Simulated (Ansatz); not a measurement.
`N[SiH2][InH2]` + PH₃ → `N[SiH2]P` + `[InH3]` at 298.15 K and 1 bar (cleavage of the Si–In bond).

Computed with Ansatz on PBE0-D4/def2-TZVP structures; ΔE is electronic, products minus reactants. CCSD(T)/CBS adds triple-zeta CCSD(T) − MP2 to the extrapolated MP2 energy (def2 sets, frozen cores). This one scheme is used for every species. Elements past krypton have def2 core potentials. For In outer-core shells are correlated without core-valence functions, which leaves a few kJ/mol of doubt a bond. Each species was taken in one conformer, which may not be the lowest.

| species | CCSD(T)/CBS energy (Eh) | H − E (kJ/mol) | S (J/(mol·K)) |
| --- | --- | --- | --- |
| `N[SiH2][InH2]` | -537.19857 | 163.8 | 349.4 |
| PH₃ | -342.72256 | 73.1 | 210.2 |
| `N[SiH2]P` | -688.35145 | 177.4 | 322.4 |
| `[InH3]` | -191.56739 | 54.8 | 229.0 |

H − E and S are ideal-gas, rigid-rotor, harmonic terms from PBE0-D4/def2-TZVP, for one conformer and one mirror image of each species. 1 Eh = 2625.50 kJ/mol, R = 8.31446 J/(mol·K).

Q: By hand: ΔE, ΔH, ΔS and ΔG.

A: ΔE = (-688.35145) + (-191.56739) − (-537.19857) − (-342.72256) = 0.00229 Eh = 6.0 kJ/mol. Δ(H − E) = 177.4 + 54.8 − 163.8 − 73.1 = -4.7, so ΔH = 1.3 kJ/mol. ΔS = 322.4 + 229.0 − 349.4 − 210.2 = -8.2 J/(mol·K). ΔG = 1.3 − 298.15 × (-8.2)/1000 = 3.7 kJ/mol.

Q: By hand: the equilibrium constant, and the temperature at which ΔG would vanish if ΔH and ΔS stayed fixed.

A: log₁₀ K = −ΔG/(RT ln 10) = -0.6. ΔH and −TΔS have one sign here, so there is no such temperature.

TΔS isn't small against ΔH here. The sign of ΔG lies within the doubt. A doubt of 5 kJ/mol in ΔE shifts log₁₀ K by 0.9 here. Other conformers and mirror images would add mixing entropy, several J/(mol·K) or more a flexible species. These are equilibria of isolated gas molecules and say nothing of rates. Largest T1 diagnostic: 0.014 (customary marks: 0.02 for closed shells, 0.045 for open ones).

ΔS is within the doubt of such terms, so its sign, and with it that verdict, could turn.
